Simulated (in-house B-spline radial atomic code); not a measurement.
Configurations of the vanadium ion V²⁺, with energies counted from [Ar] 3d3. Method: non-relativistic wB97X, spin-polarised, spherical fractional occupations, point nucleus. Calculated with a B-spline radial code for spherical atoms. Shells without spins written out take the highest spin.

Caution: exact exchange at fractional occupations of open shells leaves self-interaction of up to several eV.

Occupations are held fixed; configurations that lie above the ionisation limit could autoionise.

| configuration | E - E(ref) (eV) | highest orbital | its <r> (bohr) |
| --- | --- | --- | --- |
| [Ar] 3d2 4p1 | 13.506 | 4p up | 3.223 |
| [Ne] 3s2 3p5 3d4 | 37.008 | 3d up | 1.248 |
| [Ne] 3s2 3p(2 up, 3 down) 3d(4 up, 0 down) | 41.842 | 3d up | 1.267 |
| [Ne] 3s2 3p(3 up, 2 down) 3d(0 up, 3 down) 4p(1 up, 0 down) | 58.168 | 4p up | 3.23 |
| [Ne] 3s2 3p5 3d3 4d1 | 60.566 | 4d up | 4.674 |
| [Ne] 3s2 3p5 3d3 4f1 | 64.138 | 4f up | 6.665 |

(1) Order these further configurations by energy, lowest first.
A. [Ne] 3s2 3p(3 up, 2 down) 3d(1 up, 2 down) 4d(1 up, 0 down)
B. [Ar] 3d2 4s1
C. [Ar] 3d(2 up, 1 down)
D. [Ne] 3s2 3p5 3d3 4s1
E. [Ne] 3s2 3p5 3d3 4p1

(2) How far above the reference does [Ar] 3d(1 up, 1 down) 4s(1 up, 0 down) lie?

## Answers

(1) C (5.4409 eV), B (6.3418 eV), D (46.632 eV), E (53.891 eV), A (69.325 eV).

(2) 9.4385 eV; its least bound orbital is 4s up with <r> = 2.691 bohr.
